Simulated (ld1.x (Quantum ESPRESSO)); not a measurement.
## Ranking TM potentials for nitrogen (N)

All share these settings but for the change named:

- Element: N (Z = 7)
- Generator: ld1.x (Quantum ESPRESSO) 7.5
- Type: norm-conserving Troullier–Martins (Kleinman–Bylander form)
- Functional: LDA (PZ)
- Relativity: non-relativistic
- Frozen core: [He]
- Valence charge: 5
- Reference configuration: 2s2 2p3
- Partial waves: 2p (bound): rc 1.90 bohr; 2s (bound): rc 0.90 bohr
- Local potential: the s channel
- Core correction: a·sin(br)/r model core inside 0.40 bohr

Test errors are all-electron minus pseudo excitation energies from the reference, over 2s2 2p2; 2s2 2p1; 2s2 2p0; 2s1 2p4; 2s1 2p0; 2s0 2p5; 2s1 2p3. None of these files shows a bound ghost.

The base gives 2280.6 meV.

Of 7 variants that were run, those that failed, showed a ghost or another fault, or gave nearly equal values are left out.

(1) Rank these variants by their largest absolute test error, smallest first.
A. wave 2p (bound): rc 1.90 bohr becomes 2p (bound): rc 2.06 bohr
B. wave 2p (bound): rc 1.90 bohr becomes 2p (bound): rc 2.58 bohr
C. wave 2p (bound): rc 1.90 bohr becomes 2p (bound): rc 1.46 bohr
D. wave 2p (bound): rc 1.90 bohr becomes 2p (bound): rc 1.28 bohr
E. wave 2p (bound): rc 1.90 bohr becomes 2p (bound): rc 2.88 bohr

## Answers

(1) D (508.0 meV), C (821.8 meV), A (2959.6 meV), B (6050.2 meV), E (8018.4 meV).
